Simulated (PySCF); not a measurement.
Species: [Y(H2O)6]3+ (charge +3 and singlet state).
Bonds: Y1–O2, Y1–O5, Y1–O8, Y1–O11, Y1–O14, Y1–O17. Hydrogens: H3, H4 on O2; H6, H7 on O5; H9, H10 on O8; H12, H13 on O11; H15, H16 on O14; H18, H19 on O17.

Method used: PBE0-D3(BJ)/def2-SVP geometry optimisation, gas phase, def2 core potentials past Kr in PySCF 2.14.0.

**Question.** Give the optimised bond lengths and angles.

**Answer.** 
```json
{"bond": "Y1–O2 and 5 like bonds", "length (pm)": "231.7"}
{"bond": "O2–H3 and 11 like bonds", "length (pm)": "97.7"}
```

Bonds in one row agree within 1 pm and their mean is given. A selection of angles:
```json
{"angle": "O2–Y1–O5", "degrees": "179.8"}
{"angle": "O2–Y1–O8", "degrees": "90.5"}
{"angle": "O8–Y1–O14", "degrees": "90.5"}
{"angle": "Y1–O2–H3", "degrees": "127.7"}
{"angle": "H3–O2–H4", "degrees": "104.1"}
```

O2 (oxygen bonded to Y and 2 H) is planar (angles 128.2°, 127.7° and 104.1°, sum 360.0°, 0.00 Å off the plane of its three neighbours). All 6 O–Y bonds measure 2.317 Å. Y1 (yttrium bonded to 6 O) is octahedral (the three widest angles are 179.9°, 179.8° and 179.8°, the others run from 89.5° to 90.5°).

Point group: Th (every atom within 0.08 Å of its image). Whether it is a minimum is left open (no frequencies). No counter-ion or solvent screens the charge of this multiply charged ion.
